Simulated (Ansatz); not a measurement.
`C[Si](C)(F)[SeH]` + `[NH2][InH2]` → `C[NH][InH2]` + `C[SiH](F)[SeH]`  (substitution at a C–Si bond)

Gas-phase electronic energies from Ansatz, PBE0-D4/def2-TZVP geometries. CCSD(T)/CBS adds triple-zeta CCSD(T) − MP2 to the extrapolated MP2 energy (def2 sets, frozen cores). Functionals use def2-TZVPP. Elements past krypton have def2 core potentials. For In, Se outer-core shells are correlated without core-valence functions, which leaves a few kJ/mol of doubt a bond. Scalar relativity is left out up to krypton. One conformer a species, not always the lowest.

`C[Si](C)(F)[SeH]`:

Z-matrix (Å, degrees):
```
C
Si 1 1.854
H 1 1.092 2 110.6
H 1 1.093 2 110.6 3 -119.8
H 1 1.094 2 110.6 3 120.5
C 2 1.854 1 112.7 3 -176.9
F 2 1.605 1 108.4 3 -56.8
Se 2 2.288 1 111.8 3 56.1
H 6 1.091 2 110.6 1 176.9
H 6 1.094 2 110.5 1 56.5
H 6 1.093 2 110.6 1 -63.3
H 8 1.469 2 91.7 1 64.6
```

`[NH2][InH2]`:

Z-matrix (Å, degrees):
```
N
In 1 2.007
H 1 1.006 2 124.3
H 1 1.006 2 124.3 3 -179.6
H 2 1.712 1 115.0 3 -0.2
H 2 1.712 1 115.0 3 179.8
```

`C[NH][InH2]`:

```xyz
9

C     0.156    1.105    0.737
N     0.560    0.080   -0.195
In   -0.514   -1.487   -0.855
H    -0.870    0.925    1.070
H     0.177    2.110    0.296
H     0.785    1.129    1.638
H     1.503    0.208   -0.527
H     0.297   -2.504   -1.966
H    -2.094   -1.566   -0.198
```

`C[SiH](F)[SeH]`:

```xyz
9

C     0.148    1.156    0.129
Si   -0.496   -0.566    0.350
F    -1.908   -0.658   -0.401
Se    0.937   -2.140   -0.430
H     1.085    1.285    0.673
H     0.330    1.369   -0.927
H    -0.579    1.881    0.504
H    -0.727   -0.937    1.766
H     1.209   -1.388   -1.663
```

CCSD(T)/CBS gives +90.8 kJ/mol.

Task: Another level gave +88.8 kJ/mol. Which?
A. CCSD/def2-TZVPP
B. ωB97M-V/def2-TZVPP
C. BLYP/def2-TZVPP
D. BLYP-D4/def2-TZVPP

Result: A. CCSD/def2-TZVPP 88.8, BLYP 80.0, ωB97M-V 94.2, BLYP-D4 84.6 kJ/mol.

Largest T1 diagnostic among the species: 0.016.

The D4 term adds +3.9 kJ/mol with B3LYP and +2.3 kJ/mol with PBE0; it sums over pairs of atoms, weighted by their polarisabilities, and B3LYP, whose exchange is more repulsive, gets the larger term. Leaving LDA and LC-ωPBE aside and taking each functional with its dispersion term where it has one, the values, not all of them listed here, spread over 10.2 kJ/mol, from BLYP-D4 to r2SCAN0-D4. In def2-TZVPP, CCSD(T) changes the Hartree–Fock value by +3.3 kJ/mol (the triples alone add −0.3 kJ/mol) and MP2 by +7.6 kJ/mol.

B3LYP here is the variant with VWN-RPA as its local correlation; programs differ in this.
